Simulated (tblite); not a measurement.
Species: C7H14NP.
Atom-mapped SMILES: `[CH3:1][C:2]([CH3:3])=[P:4][N:5]1[CH2:6][CH2:7][CH2:8][CH2:9]1` (hydrogens: H10, H11, H12 on C1; H13, H14, H15 on C3; H16, H17 on C6; H18, H19 on C7; H20, H21 on C8; H22, H23 on C9)

Cartesian coordinates in Å at the GFN2-xTB level; atoms count from 1:
```xyz
23
C7H14NP angstrom
C      3.130   -1.411   -0.341
C      1.988   -0.509    0.014
C      2.270    0.956   -0.049
P      0.506   -1.227    0.370
N     -0.510    0.142    0.630
C     -1.708   -0.113    1.410
C     -2.806   -0.411    0.385
C     -2.402    0.439   -0.829
C     -0.972    0.922   -0.508
H      3.981   -1.228    0.318
H      3.464   -1.225   -1.364
H      2.841   -2.457   -0.256
H      2.273    1.316   -1.080
H      3.255    1.162    0.371
H      1.521    1.515    0.508
H     -1.543   -0.928    2.116
H     -1.947    0.796    1.973
H     -2.783   -1.471    0.131
H     -3.797   -0.163    0.760
H     -2.413   -0.154   -1.743
H     -3.071    1.287   -0.965
H     -0.988    1.978   -0.214
H     -0.294    0.811   -1.354
```

Method: GFN2-xTB as coded in tblite; computed harmonic values from a numerical Hessian at the method's own geometry, unscaled. The method is semi-empirical: single wavenumbers can be off by several per cent or more. One conformer, not necessarily the lowest.

Harmonic wavenumbers (cm⁻¹): 29.1, 64.1, 83.0, 102.5, 149.8, 188.7, 194.6, 284.5, 311.6, 349.6, 355.4, 395.5, 588.9, 623.5, 713.4, 748.4, 827.3, 870.0, 959.5, 963.7, 968.7, 975.8, 991.5, 995.2, 1018.0, 1050.2, 1092.3, 1098.2, 1143.4, 1174.9, 1188.9, 1210.9, 1226.3, 1251.6, 1289.5, 1291.3, 1307.4, 1314.8, 1325.2, 1392.2, 1404.5, 1469.6, 1473.0, 1476.8, 1479.8, 1482.1, 1487.4, 1494.6, 1502.4, 2907.8, 2917.3, 2960.4, 2965.0, 2983.1, 2986.7, 2987.6, 2992.5, 2999.7, 3003.3, 3010.5, 3018.5, 3025.7, 3040.3.

A = 3067, B = 823.5, C = 749.0 MHz; mass 143.086 u (most abundant isotopes); point group C1, symmetry number 1.

Question: What is the zero-point energy?

Answer: ½Σν̃ = 43589 cm⁻¹ = 124.63 kcal/mol.

Question: Give the ideal-gas entropy at 350 K and 1 bar in the rigid-rotor, harmonic-oscillator model (classical rotation).

Answer: Translation 41.61, rotation 30.00, vibration 39.61: S = 111.2 cal/(mol K).

Question: And Cp and H(350 K) − H(0)?

Answer: Cp = 46.79 cal/(mol K), of which vibrations give 38.85 (their classical limit is 63 R = 125.2); H(350 K) − H(0) = 9.70 kcal/mol without the zero-point energy, 6.92 from vibrations.

Question: What must be added to the electronic energy to get the Gibbs energy at 350 K and 1 bar?

Answer: ZPE + [H(350 K) − H(0)] − T·S = 124.63 + 9.70 − 38.93 = 95.40 kcal/mol.

Question: Which modes carry the vibrational entropy at 350 K?

Answer: 29.1 cm⁻¹: 6.21; 64.1 cm⁻¹: 4.64; 83.0 cm⁻¹: 4.13; 102.5 cm⁻¹: 3.72; 149.8 cm⁻¹: 2.98; 188.7 cm⁻¹: 2.54 cal/(mol K); the other 57 give 15.38 together.

Hindered rotation and anharmonicity are outside this model. Other conformers, if any are populated, would add a mixing term that is left out. The structure is chiral; the term R ln 2 for an equal mix with its mirror image is left out.
